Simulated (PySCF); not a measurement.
Species: C₂H₆OSi₂.
Numbering: `[CH:1]1=[CH:2][SiH2:3][O:4][SiH2:5]1` (hydrogens: H6 on C1; H7 on C2; H8, H9 on Si3; H10, H11 on Si5)

Method used: PBE0-D3(BJ)/def2-SVP geometry optimisation, gas phase in PySCF 2.14.0.

Problem. Give the optimised bond lengths and angles.

Solution. 
```json
{"bond": "C1=C2", "length (pm)": "134.9"}
{"bond": "Si3–O4, O4–Si5", "length (pm)": "167.7"}
{"bond": "C1–Si5, C2–Si3", "length (pm)": "188.1"}
{"bond": "C1–H6, C2–H7", "length (pm)": "109.8"}
{"bond": "Si3–H8 and 3 like bonds", "length (pm)": "149.2"}
```

Bonds in one row agree within 1 pm and their mean is given. A selection of angles:
```json
{"angle": "C2–C1–Si5", "degrees": "113.2"}
{"angle": "C2–C1–H6", "degrees": "121.2"}
{"angle": "Si5–C1–H6", "degrees": "125.7"}
{"angle": "C2–Si3–O4", "degrees": "99.2"}
{"angle": "C2–Si3–H8", "degrees": "113.3"}
{"angle": "O4–Si3–H8", "degrees": "111.1"}
{"angle": "H8–Si3–H9", "degrees": "108.7"}
{"angle": "Si3–O4–Si5", "degrees": "115.2"}
```

Dihedral angles: Si5–C1–C2–Si3 0° (synperiplanar); C1–C2–Si3–O4 0° (synperiplanar); C2–Si3–O4–Si5 0° (synperiplanar); Si3–O4–Si5–C1 0° (synperiplanar); C2–C1–Si5–O4 0° (synperiplanar).

Si3 (oxygen-bound silicon) is distorted tetrahedral (angles from 99.2° to 113.3°). The 5-membered ring C1–C2–Si3–O4–Si5 has internal angles of 99.2° to 115.2° (sum 540°, against 540° for a flat polygon); it is planar, 0.00 Å rms from its mean plane, widest ring torsion 0°. The 5 heavy atoms lie in one plane (0.001 Å rms). O4 (siloxane oxygen) is bent (angle 115.2°).

Point group: C2v (tolerance 0.08 Å). Stationary, but not proved a minimum.

On an Arm Neoverse V2 with one thread, no GPU, shared host with 32 logical CPUs at a one-minute load of 37, this took 25 s and 0.45 GiB of memory at its peak. That covers the optimisation of the geometry.
